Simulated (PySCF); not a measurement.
Sn(H)2(Br)(vinyl) (C2H5BrSn), SMILES C=[CH][SnH2][Br]. Coordinates come from a r2SCAN-D4/def2-SVP optimisation. The structure was generated by enumeration; whether it is a known compound was not checked. The def2 effective core potentials stand for the cores of Sn; spin–orbit coupling is left out. Other conformers were not sampled.

Computed equilibrium geometry at r2SCAN-D4/def2-SVP (PySCF confirms it by a frequency run) as a Z-matrix (one conformer of several):
```
C
C 1 1.3392
H 2 1.0973 1 122.53
H 1 1.0977 2 119.78 3 179.40
H 2 1.0979 3 115.84 1 179.85
Sn 1 2.1330 4 118.63 2 179.65
H 6 1.7112 1 113.83 4 51.66
H 6 1.7122 7 113.28 1 -126.29
Br 6 2.5159 7 105.02 8 -116.25
```
